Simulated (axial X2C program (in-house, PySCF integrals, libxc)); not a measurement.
**Curves of CrF⁺ from open-shell CI on d3 s1 p(π)0**

Calculated with an in-house all-electron X2C program for linear molecules (integrals from PySCF): two-component X2C with atomic mean-field Coulomb and Gaunt terms, basis Cr dyall-v3z, F dyall-v3z (cores contracted in-house). Orbitals come from Hartree–Fock averaged over the configuration Cr d3 s1 p(π)0; CI then distributes these electrons over the d, s, p(π) shells of Cr.

Scan along the bond; masses Cr 51.941 u, F 18.998 u. Energies in cm⁻¹ from the lowest point; levels are followed by energy order within each Ω. Lowest level at 1.706 Å: 98% d4.

```csv
R (Å),(1)Ω=0,(1)Ω=1,(1)Ω=2,(2)Ω=1,(2)Ω=0,(3)Ω=0,(3)Ω=1,(2)Ω=2,(1)Ω=3
1.587,4302,4305,4315,5912,5963,5979,6031,6091,6153
1.646,1492,1495,1503,3822,3872,3885,3936,3994,4054
1.706,150,153,161,2872,2921,2933,2983,3039,3096
1.774,0,3,11,2867,2915,2927,2975,3029,3084
1.842,902,905,914,3707,3753,3766,3813,3865,3917
1.919,2812,2816,2826,5409,5453,5468,5512,5562,5612
2.013,5957,5961,5973,8199,8241,8260,8301,8349,8397
```

(1) Fit the curves (1)Ω=0, (1)Ω=1, (1)Ω=2, (2)Ω=1, (2)Ω=0, (3)Ω=0, (3)Ω=1, (2)Ω=2, (1)Ω=3 near their minima.

The 9 lowest curves are shown; the next is (4)Ω=0, from 5840 cm⁻¹.

Dynamic correlation is missing, so gaps between terms are too wide and other configurations may lie lower; the lowest level listed is that of this model, not necessarily the ground state. The lowest levels belong to d4, not to the averaged configuration, so orbitals and distance suit them less well. For d shells the ligand-field splittings (σ, π, δ) and their order can be off by a thousand cm⁻¹ or more. At most 4 roots were kept for each Ω > 0 (twice that for Ω = 0) within 3.2 eV of the lowest, so higher up levels can be missing between those listed; levels with Ω > 0 are doubly degenerate and listed once, Ω = 0 levels singly. States that fill the shells left empty in the average are placed too high.

## Answers

(1) From the open-shell CI curves, Te from the lowest:

```csv
level,Te (cm⁻¹),Re (Å),ωe (cm⁻¹)
(1)Ω=0,0,1.748,791.0
(1)Ω=1,3,1.748,791.0
(1)Ω=2,11,1.748,791.2
(2)Ω=1,2835,1.740,716.6
(2)Ω=0,2883,1.740,716.4
(3)Ω=0,2895,1.740,716.8
(3)Ω=1,2944,1.740,716.6
(2)Ω=2,2999,1.740,716.5
(1)Ω=3,3055,1.740,716.3
```

Without dynamic correlation distances can be off by several hundredths of an Å (long for ionic bonds, short for multiple bonds) and the wavenumbers are rough.
